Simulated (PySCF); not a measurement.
3-(methylthio)thiophene, C5H6S2.
Cartesian coordinates in Å at the GFN2-xTB level; atoms count from 1:
```
atom  x, y, z in Å
C1     2.4607   -0.1035   -0.0015
S2     1.2331    1.1591   -0.4359
C3    -0.2787    0.3237   -0.1123
C4    -1.5206    0.9787   -0.3398
C5    -2.5802    0.1947   -0.0366
S6    -2.0999   -1.3561    0.5315
C7    -0.4355   -0.9428    0.3574
H8     2.3279   -0.9756   -0.6346
H9     2.3639   -0.3634    1.0483
H10    3.4314    0.3456   -0.1855
H11   -1.5885    1.9838   -0.7130
H12   -3.6235    0.4272   -0.1111
H13    0.3054   -1.6709    0.6155
```

The calculation used PySCF, TDDFT CAM-B3LYP/def2-SVPD, vertical, gas phase, core orbitals frozen in the response.

Ground-to-excited transition dipoles (e·a0, same axes as the geometry; the sign carries no meaning), for the states with f of 0.002 or more among the lowest 8:

| state | E (eV) | μx | μy | μz |
| --- | --- | --- | --- | --- |
| S1 | 5.104 | 0.435 | 0.780 | -0.290 |
| S4 | 5.891 | 0.000 | -0.108 | -0.300 |
| S5 | 5.965 | -0.465 | 0.031 | -0.005 |
| S6 | 6.119 | -0.018 | -0.086 | -0.227 |
| S7 | 6.361 | -0.029 | -0.072 | -0.159 |
| S8 | 6.400 | -1.129 | -0.516 | 0.208 |

(1) Work out the oscillator strengths.

(2) The point group is Cs. Which irreducible representation does each state belong to?

(3) Which bond between heavy atoms lies closest to the direction of the S8 transition dipole?

(4) What angle do the transition dipoles of S1 and S8 make?

(5) How is the summed strength of these states shared among x, y and z?

(6) What peak molar absorption coefficient would the strongest computed level give as a lone Gaussian band 0.4 eV wide at half height?

## Answers

(1) f = (2/3) ΔE |μ|² with ΔE in hartree (27.2114 eV).

```
state  |μ|² (au)  |μ| (D)      f
   S1      0.883     2.39  0.110
   S4      0.102     0.81  0.015
   S5      0.217     1.18  0.032
   S6      0.059     0.62  0.009
   S7      0.031     0.45  0.005
   S8      1.584     3.20  0.248
```

(2) Polarised normal to the mirror plane, so A″: S4, S6 and S7. Polarised in the mirror plane, so A′: S1, S5 and S8.

(3) S2–C3, at 4° from it; next S6–C7 and C4–C5 at 11°.

(4) |cos θ| = |μa·μb| / (|μa| |μb|) = 0.81, so θ ≈ 36° (taken between 0 and 90°, since the signs are arbitrary).

(5) (2/3) Σ ΔE μα² gives 0.255 for x, 0.122 for y and 0.042 for z, 0.419 in all.

(6) ε(max) = 2.175×10⁸ f / FWHM, with the width in cm⁻¹. S8: 2.175×10⁸ × 0.2483 / 3226 ≈ 17000 L mol⁻¹ cm⁻¹.

One conformer stands for the species.
